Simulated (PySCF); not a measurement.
C4H2BrF, SMILES F/C(=C/Br)C#C. Atoms are numbered in the order given.

```xyz
8

C     -1.9731     2.0595     0.0000
C     -0.8183     1.6887     0.0000
C      0.5387     1.2652     0.0000
F      1.4440     2.2608     0.0000
C      0.9927     0.0000     0.0000
Br    -0.1286    -1.5031     0.0000
H     -2.9973     2.3832     0.0000
H      2.0640    -0.2039     0.0000
```

The structure is a stationary point at B3LYP-D3(BJ)/def2-SVP. The structure was generated by enumeration; whether it is a known compound was not checked.

Method: SMD-ωB97X/6-31G* in PySCF.

Solvation free energies are E(SMD) − E(gas) at the gas-phase geometry, for 1 M in both phases. Bromine has the revised SMD18 radius of 2.60 Å. In vacuum the dipole moment is 0.79 D.

Computed solvation free energies in water, chloroform, acetonitrile:
```csv
solvent,ΔG(solv) (kcal/mol),its non-electrostatic (CDS) part,dipole (D)
water,-0.4,4.2,0.85
chloroform,-4.6,-1.3,0.86
acetonitrile,-4.6,0.0,0.85
```
